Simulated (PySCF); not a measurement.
C₈H₆N₂Se. Atoms are numbered in the order given.

```xyz
17

C      2.4597     0.9255    -1.3017
C      2.9311     0.4954    -0.0909
Se     1.5607    -0.1678     0.9906
C      0.3675     0.2259    -0.4244
C     -1.0654    -0.0353    -0.3215
C     -1.6117    -1.0234     0.5190
N     -2.9181    -1.2578     0.6055
C     -3.7137    -0.5124    -0.1640
N     -3.3208     0.4526    -0.9987
C     -2.0145     0.6925    -1.0667
C      1.0505     0.7789    -1.4846
H      3.1127     1.3427    -2.0708
H      3.9610     0.5088     0.2628
H     -0.9536    -1.6507     1.1337
H     -4.7905    -0.7084    -0.1029
H     -1.6918     1.5054    -1.7269
H      0.5489     1.0603    -2.4126
```

Geometry: B3LYP-D3(BJ)/def2-SVP. The structure was generated by enumeration, and PubChem lists no compound with its InChIKey, so it may never have been made. The values are those of a single conformer.

Level of theory: PySCF with KT2/pcSseg-1.

GIAO shieldings, no solvent; atoms listed in one row are averaged. δ = σ(ref) − σ: ¹³C against TMS (σ = 185.1 ppm); ⁷⁷Se against Me2Se (σ = 1692.1 ppm); ¹⁵N against NH3 (σ = 266.2 ppm); ¹H against TMS (σ = 31.47 ppm), references at their B3LYP-D3(BJ)/def2-TZVP geometries, non-relativistic.

```csv
nucleus,atoms,count,δ (ppm)
¹³C,C8,1,155.2
¹³C,C6,1,150.4
¹³C,C4,1,147.8
¹³C,C10,1,147.2
¹³C,C2,1,135.2
¹³C,C1,1,128.3
¹³C,C5,1,127.9
¹³C,C11,1,122.6
⁷⁷Se,Se3,1,515.8
¹⁵N,N7,1,317.9
¹⁵N,N9,1,315.3
¹H,H15,1,9.24
¹H,H16,1,8.98
¹H,H14,1,8.81
¹H,H13,1,7.78
¹H,H17,1,7.55
¹H,H12,1,7.41
```
